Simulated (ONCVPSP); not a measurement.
# Logarithmic derivatives: Zr (Z = 40), ONCV

* Element: zirconium
* Generator: ONCVPSP 4.0.1
* Type: optimised norm-conserving Vanderbilt (ONCV)
* Functional: PBE
* Relativity: fully relativistic
* Frozen core: [Kr]
* Valence charge: 4
* Reference configuration: 4d2 5s1.5 5p0.5
* Partial waves: 5s: rc 3.40 bohr, ncon 4, nbas 8, qcut 2.3 1/bohr, 2 projectors, debl 2.7 Ha; 5p: rc 3.90 bohr, ncon 4, nbas 7, qcut 2.3 1/bohr, 2 projectors, debl 3.9 Ha; 4d: rc 3.00 bohr, ncon 4, nbas 9, qcut 5.2 1/bohr, 2 projectors, debl 2.6 Ha
* Local potential: polynomial inside 2.45 bohr (lpopt 5, dvloc0 0 Ha)
* Core correction: Teter function, fcfact 3, rcfact 1.35

Open shells are filled in proportion to 2j + 1.

The phase is arctan(r·R′/R) of the radial function R(r), unwrapped; energies in Ha, scanned from -2 to 5 Ha. A pole is an energy at which the radial function vanishes at the test radius. The pseudo phase is shifted by a multiple of π to meet the all-electron one at the reference energy, and phase errors are pseudo minus all-electron; the curves can meet again beyond the range given. Levels narrower than the energy grid can be missing from the lists of poles.

```tsv
channel	radius (bohr)	reference energy (Ha)	poles, all-electron	poles, pseudo	unbroken range about the reference energy with phases within 0.05 rad	phase error 1 Ha above the reference energy (rad)
s	3.44	-0.18	0.39, 2.91	0.36, 1.94, 2.94	below 0.8	-0.064
p3/2	3.95	-0.06	0.45, 2.33	0.54, 2.04	-1.2 to 0.6	+0.189
p1/2	3.95	-0.07	-1.25, 0.43, 2.28, 4.98	0.52, 2.04	-1.2 to 0.5	+0.235
d5/2	3.04	-0.15	0.04, 2.21	0.04, 2.21	below 0.7	+0.073
d3/2	3.04	-0.16	0.03, 2.20	0.03, 2.20	below 0.7	+0.074
```

Note: no bound ghost flagged; GHOST(+) flagged for s at 55.6 eV, p3/2 at 105.5 eV, p1/2 at 106.0 eV.

Phases in the d3/2 channel:

```csv
E (Ha),all-electron,pseudo
-1.98,1.368,1.368
-1.62,1.339,1.339
-1.26,1.295,1.296
-0.90,1.212,1.214
-0.54,0.960,0.962
-0.18,-1.057,-1.057
0.18,-1.724,-1.720
0.54,-2.156,-2.134
0.90,-3.752,-3.692
1.26,-4.420,-4.411
1.62,-4.589,-4.586
1.98,-4.674,-4.673
2.34,-4.736,-4.736
2.70,-4.802,-4.801
3.06,-4.903,-4.897
3.42,-5.209,-5.149
3.78,-7.016,-6.651
4.14,-7.595,-7.518
4.50,-7.720,-7.680
4.86,-7.778,-7.748
```
